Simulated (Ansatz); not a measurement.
C$_{3}$H$_{7}$BOS, relaxed with RKS PBE-D4/def2-SVP in Ansatz from a rough embedded geometry. The force threshold is 0.03 eV/Å; the program also tests the step.

Charge 0, multiplicity 1. The bonds changed during the relaxation, so this is another structure than the one it started from.

Start:

```xyz
13

B     1.400    1.385   -0.944
S     1.341   -0.532   -0.848
C    -0.421   -0.547   -0.525
C    -1.337   -0.645   -1.433
O    -0.924   -0.465    0.815
C    -0.071   -0.427    1.961
H     1.611    2.003   -0.019
H     1.183    1.845   -2.014
H    -2.330   -0.682   -1.275
H    -0.931   -0.708   -2.504
H    -0.670   -0.392    2.880
H     0.591   -1.320    2.029
H     0.560    0.484    1.877
```

Task: How much energy does the relaxation release, and in how many steps? (Best estimate.)

Result: The calculation gave: 182.95 kJ/mol, in 29 steps, 3 of them rejected.

Task: Which bonds change most? (Estimate.)

Result: The calculation gave: B1–C4 from 3.443 to 1.647 Å; B1–S2 from 1.920 to 2.110 Å; C3–C4 from 1.293 to 1.475 Å; C3–O5 from 1.434 to 1.320 Å.

Task: Give the relaxed structure. (An estimate is asked.)

Result: Ansatz gave: 
```xyz
13

B     0.577    1.038   -1.854
S     1.463    0.498   -0.017
C    -0.121   -0.074    0.007
C    -0.755    0.255   -1.284
O    -0.737   -0.697    0.993
C     0.000   -0.939    2.203
H     0.542    2.262   -1.862
H     1.225    0.493   -2.737
H    -1.688    0.844   -1.142
H    -1.039   -0.672   -1.829
H    -0.693   -1.459    2.888
H     0.887   -1.571    1.991
H     0.339    0.021    2.644
```
